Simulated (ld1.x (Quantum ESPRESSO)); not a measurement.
# N: variants of one RRKJ potential

Base potential:

- Element: N
- Generator: ld1.x (Quantum ESPRESSO) 7.5
- Type: norm-conserving RRKJ (Kleinman–Bylander form)
- Functional: PBE
- Relativity: scalar-relativistic
- Frozen core: [He]
- Valence charge: 5
- Reference configuration: 2s2 2p2 (charge +1)
- Partial waves: 2p (bound): rc 2.15 bohr; 2s (bound): rc 1.00 bohr
- Local potential: the s channel
- Core correction: a·sin(br)/r model core inside 0.70 bohr

Cutoffs, loose and tight: the cutoffs (Ry, on a coarse ladder) from which the occupation-weighted sum of valence levels, in a spherical-Bessel basis at the reference potential, stays within 10 and 1 mRy of its value at 400 Ry. They do not see the model core or the augmentation charge, which bear on the density cutoff. Test errors are all-electron minus pseudo excitation energies from the reference, over the configurations 2s2 2p3; 2s2 2p1; 2s2 2p0; 2s0 2p5; 2s1 2p4; 2s2 2p2.5; 2s1 2p3. A dash means not determined; rows that change the core or the reference have their own tests.

| change | outcome | cutoff, loose | cutoff, tight | bound ghosts | largest test error (meV) |
| --- | --- | --- | --- | --- | --- |
| base | generated | 50 Ry | 140 Ry | none | +1803 |
| all radii but the core radius scaled by about 0.77 (s 0.78, p 1.66 bohr) | generated | 60 Ry | 160 Ry | none | +728 |
| all radii but the core radius scaled by about 1.19 (s 1.20, p 2.56 bohr) | generated | 40 Ry | 100 Ry | none | +3244 |
| all radii but the core radius scaled by about 1.26 (s 1.26, p 2.72 bohr) | generated | 40 Ry | 90 Ry | none | +4068 |
| all radii but the core radius scaled by about 1.40 (s 1.40, p 3.00 bohr) | generated | 35 Ry | 70 Ry | none | +5367 |

Task: What comes out with this change to the base: all radii but the core radius scaled by about 1.10 (s 1.10, p 2.36 bohr)?

Result: outcome: generated; cutoff, loose: 45 Ry; cutoff, tight: 110 Ry; bound ghosts: none; largest test error (meV): +2544.

Task: What comes out with this change to the base: all radii but the core radius scaled by about 0.86 (s 0.86, p 1.86 bohr)?

Result: outcome: generated; cutoff, loose: 55 Ry; cutoff, tight: 140 Ry; bound ghosts: none; largest test error (meV): +1145.

Reading the sweep of the scale of all radii but the core radius (base = 1) (base included, trends over the rows without a ghost): The loose cutoff falls from 60 Ry at 0.77 to 35 Ry at 1.4. A larger radius leaves more room for a smooth pseudo-wave, so fewer plane waves are needed; a smaller one forces it to follow the all-electron wave where it bends sharply. The median size of the test errors (rows with all tests solved) rises from 83.5 meV at 0.77 to 850.5 meV at 1.4. More of the atom is replaced by a form fitted at one configuration, so other configurations suffer as the radius grows.
